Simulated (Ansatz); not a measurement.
The cluster Li7H6⁺. Charge 1, multiplicity 3. Geometry PBE-D4/def2-TZVP, that of the neutral doublet; atoms count from 1.

```xyz
13

Li   -1.381    1.422   -0.741
Li   -1.064    0.665    1.557
Li   -0.827   -0.893   -1.526
Li    1.358    0.879    1.365
Li    1.085    1.186   -1.107
Li    1.411   -1.335    0.192
Li   -0.981   -1.671    0.852
H    -1.789   -0.207    0.048
H    -0.362    0.747   -2.072
H     0.006    1.748    0.438
H     0.313   -0.625    1.660
H     0.014   -2.156   -0.577
H     2.218    0.241   -0.090
```

At PBE0-D4/def2-TZVP a singlet of charge 1 lies 5.05 eV below the triplet at the same geometry. The structure comes from a short search, and lower isomers may exist.

Q: Estimate the Mulliken populations from the PBE0/def2-TZVP orbitals of Ansatz.

A: 
```
atom  charge (e)  spin (α − β)
 Li1        0.37          0.15
 Li2        0.26          0.28
 Li3        0.60          0.00
 Li4        0.42          0.10
 Li5        0.62          0.06
 Li6        0.62          0.06
 Li7        0.37          0.15
  H8       -0.25          0.41
  H9       -0.41          0.16
 H10       -0.42          0.09
 H11       -0.42          0.09
 H12       -0.41          0.16
 H13       -0.35          0.30
```
Mulliken values depend strongly on the basis.

Q: Where does the spin sit?

A: Summed by element: Li 0.81, H 1.19, of 2 unpaired in all. Largest on single atoms: H8 0.41, H13 0.30, Li2 0.28.
